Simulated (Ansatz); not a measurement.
Reaction (ligand exchange at the Si–N bond): `N[SiH](N)N[SiH3]` + `O[SiH](O)Br` → `O[SiH](Br)O[SiH3]` + `N[SiH](N)N`

Isolated molecules relaxed with PBE0-D4/def2-TZVP in Ansatz; ΔE leaves out vibrations. CBS: MP2 limit from def2 TZ/QZ plus the TZ coupled-cluster correction, frozen cores. For Br outer-core shells are correlated without core-valence functions, which leaves a few kJ/mol of doubt a bond. Scalar relativity is left out up to krypton. One conformer a species, not always the lowest.

| species | CCSD(T)/CBS(def2) energy (Eh) |
| --- | --- |
| `N[SiH](N)N[SiH3]` | -747.80831 |
| `O[SiH](O)Br` | -3014.70788 |
| `O[SiH](Br)O[SiH3]` | -3305.02778 |
| `N[SiH](N)N` | -457.50726 |

Work out ΔE.

ΔE = (-3305.02778) + (-457.50726) − (-747.80831) − (-3014.70788) = -0.01885 Eh = -49.5 kJ/mol.

Largest T1 diagnostic among the species: 0.010.

In def2-TZVPP, CCSD(T) changes the Hartree–Fock value by +13.3 kJ/mol (the triples alone add +2.2 kJ/mol) and MP2 by +13.3 kJ/mol.
